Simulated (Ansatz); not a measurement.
Gas-phase electronic energies from Ansatz, PBE0-D4/def2-TZVP geometries. CCSD(T)/CBS is the MP2 limit (def2-TZVPP, def2-QZVPP) plus CCSD(T) − MP2 in def2-TZVPP, frozen cores. DFT in def2-TZVPP. Each species was taken in one conformer, which may not be the lowest.

Reaction (redistribution): `[BH2][AlH][CH2]OC` + `BCB(O)F` → `BCB(B)F` + `CO[CH2][AlH][OH]`

CCSD(T)/CBS gives -0.11 eV.

(1) Another level gave -0.12 eV. Which?
A. revPBE-D4/def2-TZVPP
B. r2SCANh-D4/def2-TZVPP
C. SCS-MP2/def2-TZVPP
D. ωB97X-V/def2-TZVPP

(2) What do rigid-rotor, harmonic-oscillator terms from PBE0-D4/def2-TZVP frequencies (298.15 K, 1 bar) make of the CCSD(T)/CBS value? (An estimate is asked.)

Largest T1 diagnostic among the species: 0.014.

Answers

(1) D. ωB97X-V -0.12, r2SCANh-D4 0.04, SCS-MP2/def2-TZVPP -0.21, revPBE-D4 0.14 eV.

(2) Computed: ΔZPE = -0.03 eV, ΔH = -0.12 eV, ΔS = 21 J/(mol·K), ΔG = -0.18 eV. Modes under 50 cm⁻¹ make the entropy rough.

From BLYP to BHLYP (50 % exact exchange), in def2-TZVPP and without D4, ΔE moves by −0.09 eV. Leaving LDA and LC-ωPBE aside and taking each functional with its dispersion term where it has one, the values, not all of them listed here, spread over 0.33 eV, from BHLYP-D4 to PBE-D4. LDA lies +0.27 eV from PBE without D4.
